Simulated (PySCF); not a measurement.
# C6H6NO: g tensor and hyperfine couplings

Compound: C₆H₆NO (doublet state).
Geometry (GFN2-xTB, Å), atoms numbered from 1 in this order:
```
atom  x, y, z in Å
N1     2.3919    0.6367   -0.3209
C2     1.4933   -0.3112   -0.6957
O3     1.7967   -1.2200   -1.4474
C4     0.1408   -0.1536   -0.1514
C5    -0.8792   -1.2021   -0.2829
C6    -2.0309   -0.7543    0.3038
C7    -1.7903    0.5452    0.7895
C8    -0.4471    0.9072    0.4906
H9     2.1560    1.3811    0.3078
H10    3.3274    0.5799   -0.6858
H11   -0.6954   -2.1423   -0.7658
H12   -2.9589   -1.2872    0.3832
H13   -2.4957    1.1634    1.3159
H14   -0.0094    1.8568    0.7370
```

The hyperfine couplings belong to this conformer and change with its torsions.

The species is `NC(=O)[C]1C=CC=C1` [radical].

Level of theory: UKS B3LYP, pcH-1 on C H N O, non-relativistic, mean-field spin-orbit, GIAO in PySCF 2.14.0. Geometry: GFN2-xTB, one conformer, isolated molecule. The geometry wasn't refined by DFT: couplings that depend on bond lengths, twists or pyramidal angles can differ widely from those at the functional's own minimum. The frame is twisted about the C2–C4 bond at this geometry (dihedral O3–C2–C4–C5 = 11°); couplings at other torsion angles weren't computed. Stability of the SCF solution: not tested.

* g1, g2, g3: 2.00215, 2.00316, 2.00335
* g_iso: 2.00289
* Form of g: rhombic: the two nearest values differ by 16 % of g3 − g1
* ⟨S²⟩: 0.7681 (exact 0.7500)
* α and β electrons: 29, 28
* HOMO–LUMO gap, α and β orbitals: 6.07, 2.25 eV
* Total energy: -362.19963 Eh
* Basis functions: 260

Hyperfine couplings atom by atom, in MHz; T1 to T3 are the principal values of the dipolar part:

```csv
atom,isotope,a_iso,T1,T2,T3,Mulliken spin population
N1,14N,-0.7,-0.3,0.1,0.2,0.00
C2,13C,-12.3,-3.6,1.0,2.6,-0.03
O3,17O,-4.3,-18.9,9.2,9.7,0.06
C4,13C,9.1,-21.2,-20.0,41.2,0.24
C5,13C,28.2,-34.5,-32.8,67.3,0.43
C6,13C,-33.0,-20.2,9.9,10.3,-0.19
C7,13C,44.4,-44.8,-43.1,87.9,0.57
C8,13C,-21.0,-1.4,0.5,0.9,-0.04
H9,1H,-0.1,-1.6,-1.1,2.7,0.00
H10,1H,-0.8,-1.0,-0.8,1.8,0.00
H11,1H,-29.0,-16.8,-2.2,19.0,-0.02
H12,1H,6.8,-4.0,0.5,3.5,0.00
H13,1H,-36.7,-21.8,-1.5,23.3,-0.02
H14,1H,-1.0,-3.5,-2.6,6.0,0.00
```

The Mulliken spin populations are largest on C7 (+0.57), C5 (+0.43), C4 (+0.24) and C6 (-0.19). Three atoms exceed +0.15. The positive populations add up to 1.30 and the negative ones to -0.30, together 2S = 1. The angles at C7 add up to 360.0°, so it is planar.

The SMILES `NC(=O)[C]1C=CC=C1` draws the unpaired electron on C4, whose computed spin population is only +0.24.

Axes: g2 points within 8° of the C7–C8 bond and g3 points within 8° of the C5–H11 bond.

Under fast tumbling the dipolar parts average out, and these isotropic splittings remain: 2 × 1H (H11/H14, I = 1/2, 3 lines) with 0.53 mT and 2 × 1H (H12/H13, I = 1/2, 3 lines) with 0.53 mT.

Nuclei that the bonding pattern makes equivalent are averaged, as if the motion that swaps them (rotation, inversion, ring flip) were fast. H9 and H10 aren't averaged: N1 is flat or nearly so (angle sum 360°), and its turn about the short N1–C2 bond (1.36 Å) is taken as slow. The 1H value of -14.9 MHz is a mean of couplings from -36.7 to 6.8 MHz in this one geometry, not an average over conformers. The 1H value of -15.0 MHz is a mean of couplings from -29.0 to -1.0 MHz in this one geometry, not an average over conformers.

The 13C coupling of C2 (-12.3 MHz) shows only in satellite lines or after enrichment, since that isotope makes up about 1.07 % of natural carbon.

Time: 75 s wall (grids of density and orbitals included); peak memory 1.0 GiB. Hardware: one thread, Arm Neoverse V1 (aarch64), no GPU, shared host.
